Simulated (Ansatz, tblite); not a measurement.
Cost and result up the ladder for Au4⁻ (4 atoms). Charge -1, multiplicity 2. Geometry: PBE0-D4/def2-SVPD.

```xyz
4

Au   -1.3156    0.1061   -0.1351
Au    3.7177   -0.1863    1.1621
Au   -3.7075    0.1829   -1.1860
Au    1.3054   -0.1027    0.1590
```

Ansatz on 4 threads of Arm Neoverse V2 on a shared host; xTB runs through tblite on one thread. Times are rough, summed over both states, and most runs start from the orbitals of an earlier one. B2PLYP/def2-TZVPD serves as the yardstick here, not as an exact answer. The other state is a quartet at its own geometry, which has other bonds, so the gap mixes isomer and spin.

In the def2 sets Au takes a core potential; there is no spin–orbit coupling. The xTB rows come from tblite. Correlated methods freeze no core orbitals; core or outer-core shells of Au are correlated, in sets that lack core-valence functions. The structure comes from a short search, and lower isomers may exist.

Run but left out: MP2/def2-TZVPD (doublet: ⟨S²⟩ 1.00, where a pure state has 0.75).

Correlated methods converge slowly with the basis.

xTB has no spin-polarisation term.

```csv
level,functions,wall time,quartet − doublet (eV),difference from B2PLYP/def2-TZVPD (eV),remarks
GFN1-xTB,36,0.006 s,0.86,-0.23,–
GFN2-xTB,36,0.006 s,3.59,2.50,–
PBE-D4/def2-TZVPD,172,7.6 s,1.06,-0.03,–
PBE0-D4/def2-TZVPD (with forces),172,15 s,0.93,-0.16,–
BHLYP-D4/def2-TZVPD,172,15 s,0.94,-0.16,–
CAM-B3LYP-D4/def2-TZVPD,172,16 s,1.05,-0.04,–
r2SCAN-D4/def2-TZVPD,172,19 s,0.83,-0.26,–
B2PLYP/def2-TZVPD,172,20 s,1.09,0.00,–
RPA@PBE/def2-TZVPD,172,20 s,0.95,-0.15,–
PBE-QIDH/def2-TZVPD,172,21 s,0.74,-0.35,spin-contaminated (⟨S²⟩ 0.85) (doublet)
ωB97X-V/def2-TZVPD,172,32 s,0.91,-0.18,–
```
